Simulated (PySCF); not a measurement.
# Working out the ionisation energy of Ti

Ti [Ar] 3d2 4s2 (3F) → Ti+ [Ar] 3d2 4s1 (4F). Computed with PySCF 2.14 in aug-cc-pVDZ-DK (7s6p4d2f, 59 functions), with scalar relativity by spin-free X2C-1e. Frozen: [Ar]. Energies in hartree (1 hartree = 27.21139 eV):

```
             part   Ti (lower)  Ti+ (upper)
              UHF  -852.744824  -852.540382
MP2 opposite-spin    -0.027715     0.000000
    MP2 same-spin    -0.008125    -0.008277
```

Task: What does Hartree-Fock give?

Result: (-852.540382) − (-852.744824) = 0.204442 hartree = 5.563 eV.

Task: What do MP2 and SCS-MP2 (6/5 opposite-spin, 1/3 same-spin) give?

Result: The opposite-spin parts differ by 0.754 eV and the same-spin parts by -0.004 eV. MP2: 5.563 + (0.754) + (-0.004) = 6.313 eV. SCS-MP2: 5.563 + 1.2 × (0.754) + (-0.004)/3 = 6.466 eV.

Measured between the centres of the two terms (NIST): 6.828 eV, so MP2 (valence) is off by -0.515 eV.

A double-zeta basis recovers only part of the correlation energy.

What remains against the reference includes basis incompleteness, the frozen core and correlation beyond second order.
